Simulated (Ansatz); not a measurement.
`[CH3][Ge]([F])([SiH3])[Cl]` + NH₃ → `[CH3][Ge]([NH2])([F])[Cl]` + SiH₄ at 700 K and 1 bar (cleavage of the Ge–Si bond).

Calculated with Ansatz (gas phase, PBE0-D4/def2-TZVP geometries, no zero-point term in ΔE). CBS: MP2 limit from def2 TZ/QZ plus the TZ coupled-cluster correction, frozen cores. This one scheme is used for every species. For Ge outer-core shells are correlated without core-valence functions, which leaves a few kJ/mol of doubt a bond. Scalar relativity is left out up to krypton. One conformer a species, not always the lowest.

| species | CCSD(T)/CBS energy (Eh) | H − E (kJ/mol) | S (J/(mol·K)) |
| --- | --- | --- | --- |
| `[CH3][Ge]([F])([SiH3])[Cl]` | -2966.52107 | 264.4 | 537.3 |
| NH₃ | -56.50880 | 116.9 | 226.5 |
| `[CH3][Ge]([NH2])([F])[Cl]` | -2731.56957 | 257.0 | 494.9 |
| SiH₄ | -291.46306 | 115.5 | 252.9 |

H − E and S are ideal-gas, rigid-rotor, harmonic terms from PBE0-D4/def2-TZVP, for one conformer and one mirror image of each species. 1 Eh = 2625.50 kJ/mol, R = 8.31446 J/(mol·K).

Problem. By hand: ΔE, ΔH, ΔS and ΔG.

Solution. ΔE = (-2731.56957) + (-291.46306) − (-2966.52107) − (-56.50880) = -0.00276 Eh = -7.2 kJ/mol. Δ(H − E) = 257.0 + 115.5 − 264.4 − 116.9 = -8.8, so ΔH = -16.0 kJ/mol. ΔS = 494.9 + 252.9 − 537.3 − 226.5 = -16.0 J/(mol·K). ΔG = -16.0 − 700 × (-16.0)/1000 = -4.8 kJ/mol.

Problem. By hand: the equilibrium constant, and the temperature at which ΔG would vanish if ΔH and ΔS stayed fixed.

Solution. log₁₀ K = −ΔG/(RT ln 10) = 0.4. ΔG = 0 at ΔH/ΔS = 1000 K, though so small a ΔS makes that figure unsure.

TΔS isn't small against ΔH here. The sign of ΔG lies within the doubt. A doubt of 5 kJ/mol in ΔE shifts log₁₀ K by 0.4 here. Other conformers and mirror images would add mixing entropy, several J/(mol·K) or more a flexible species. These are equilibria of isolated gas molecules and say nothing of rates. Largest T1 diagnostic: 0.011 (customary marks: 0.02 for closed shells, 0.045 for open ones).
